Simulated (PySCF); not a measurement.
V: ionisation energy

V [Ar] 3d3 4s2 (4F) → V⁺ [Ar] 3d4 (5D), as a difference of total energies. Calculation: PySCF 2.14, in cc-pVDZ-DK; scalar relativity by spin-free X2C-1e. Correlated levels: valence: [Ar] frozen. The calculations carry no spin-orbit coupling.

| method | ionisation energy (eV) |
| --- | --- |
| UHF | 6.159 |
| M06-2X | 7.049 |
| TPSS | 6.317 |
| MP2 (valence) | 6.483 |
| SCS-MP2 (valence) | 6.950 |

Problem. How much does correlation contribute at MP2 (valence)?

Solution. 6.483 − (6.159) = 0.324 eV, measured against UHF.

Errors of the correlated levels include the incompleteness of this basis and the frozen core.

For comparison: 6.732 eV (measured; NIST levels, between the centres of gravity of the two terms).
